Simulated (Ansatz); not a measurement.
Reaction (substitution at a C–O bond): `B[SiH2]OCC` + `NCS` → `CCNCS` + `B[SiH2]O`

Program: Ansatz. Geometries: PBE0-D4/def2-TZVP. ΔE: electronic, gas phase. CCSD(T)/CBS adds triple-zeta CCSD(T) − MP2 to the extrapolated MP2 energy (def2 sets, frozen cores). Functionals use def2-TZVPP. B3LYP here is the variant with VWN-RPA as its local correlation; programs differ in this. One conformer a species, not always the lowest.

```csv
level,ΔE (kJ/mol),difference from CCSD(T)/CBS
r2SCAN-D4,-22.7,2.3
B3LYP-D4,-19.6,5.4
ωB97X-V,-22.0,3.0
B2PLYP,-21.7,3.3
r2SCAN,-22.4,2.6
MP2/def2-TZVPP,-29.5,-4.5
SCS-MP2/def2-TZVPP,-25.3,-0.3
CCSD(T)/def2-TZVPP,-24.9,0.1
HF/def2-QZVPP,-14.2,10.8
CCSD/CBS(def2),-23.8,1.2
CCSD(T)/CBS,-25.0,0
```

Largest T1 diagnostic among the species: 0.012.

In def2-TZVPP, CCSD(T) changes the Hartree–Fock value by −10.0 kJ/mol (the triples alone add −1.2 kJ/mol) and MP2 by −14.5 kJ/mol.
